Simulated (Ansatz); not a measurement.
The cluster Rb₂F₃⁻, relaxed as a quintet with UKS PBE0-D4/def2-SVPD in Ansatz, starting from the PBE0-D4/def2-SVPD geometry of the charge -1 singlet. Force threshold 0.02 eV/Å.

In the def2 sets Rb takes a core potential; there is no spin–orbit coupling. The highest occupied level of the charge -1 quintet lies above zero (up to 0.08 eV). The electron is either unbound and held by the finite basis, or the level is raised by self-interaction error. In the quintet geometry the species has come apart into loosely held pieces. In the quintet, F3 and F4 lie 1.96 Å apart (atoms count from 1), so these atoms are partly bonded to each other. At PBE0-D4/def2-SVPD a singlet of charge -1 lies 8.74 eV below the quintet, each at its own geometry. The structure comes from a short search, and lower isomers may exist.

Start:

```xyz
5

Rb   -0.153    2.008    1.778
Rb    0.062   -0.822   -0.716
F     1.311    0.001    1.659
F    -1.438    1.508   -0.292
F     0.218   -2.695   -2.429
```

(1) Estimate the energy that the relaxation releases and the steps that it takes.

(2) Does the start keep its bonding and symmetry?

(3) Predict the relaxed structure.

Results:

(1) 39.8 kcal/mol, in 22 steps; 7.4 min on 2 threads of Arm Neoverse V2 on a shared host. The force fell under the threshold at step 18, but the optimiser went on and released 0.007 eV more. No frequencies were taken in this run, so the end may be a saddle point.

(2) Bonds lost: Rb2–F5 (atoms count from 1). Metal–metal contacts that move far: Rb1–Rb2 3.78 to 5.08 Å. The end holds 2 separate pieces.

(3) 
Cartesian coordinates in Å:
```
Rb -0.2249 3.3001 2.6973
Rb -0.0942 -0.8684 -0.1972
F 0.6547 0.9176 1.7267
F -0.8025 1.6368 0.6254
F 0.4669 -4.9861 -4.8521
```
Bond lengths (bridged metal pairs left out): 4 × F–Rb 2.72 to 2.73 Å.
